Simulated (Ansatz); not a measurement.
`SB(Cl)Cl` + H–F → `FB(Cl)Cl` + H₂S at 298.15 K and 1 bar (ligand exchange at a B–S bond).

Computed with Ansatz on PBE0-D4/def2-TZVP structures; ΔE is electronic, products minus reactants. CBS: MP2 limit from def2 TZ/QZ plus the TZ coupled-cluster correction, frozen cores. This one scheme is used for every species. One conformer a species, not always the lowest.

| species | CCSD(T)/CBS energy (Eh) | H − E (kJ/mol) | S (J/(mol·K)) |
| --- | --- | --- | --- |
| `SB(Cl)Cl` | -1342.83724 | 58.7 | 310.5 |
| H–F | -100.39570 | 33.5 | 173.6 |
| `FB(Cl)Cl` | -1044.28221 | 37.6 | 287.3 |
| H₂S | -398.97279 | 49.9 | 205.7 |

H − E and S are ideal-gas, rigid-rotor, harmonic terms from PBE0-D4/def2-TZVP, for one conformer and one mirror image of each species. 1 Eh = 2625.50 kJ/mol, R = 8.31446 J/(mol·K).

Q: By hand: ΔE, ΔH, ΔS and ΔG.

A: ΔE = (-1044.28221) + (-398.97279) − (-1342.83724) − (-100.39570) = -0.02206 Eh = -57.9 kJ/mol. Δ(H − E) = 37.6 + 49.9 − 58.7 − 33.5 = -4.7, so ΔH = -62.6 kJ/mol. ΔS = 287.3 + 205.7 − 310.5 − 173.6 = 8.9 J/(mol·K). ΔG = -62.6 − 298.15 × (8.9)/1000 = -65.3 kJ/mol.

Q: By hand: the equilibrium constant, and the temperature at which ΔG would vanish if ΔH and ΔS stayed fixed.

A: log₁₀ K = −ΔG/(RT ln 10) = 11.4. ΔH and −TΔS have one sign here, so there is no such temperature.

The number of gas molecules stays the same, so ΔS is small and ΔH decides. A doubt of 5 kJ/mol in ΔE shifts log₁₀ K by 0.9 here. Other conformers and mirror images would add mixing entropy, several J/(mol·K) or more a flexible species. These are equilibria of isolated gas molecules and say nothing of rates. Largest T1 diagnostic: 0.012 (customary marks: 0.02 for closed shells, 0.045 for open ones).

ΔS is within the doubt of such terms, so its sign, and with it that verdict, could turn.
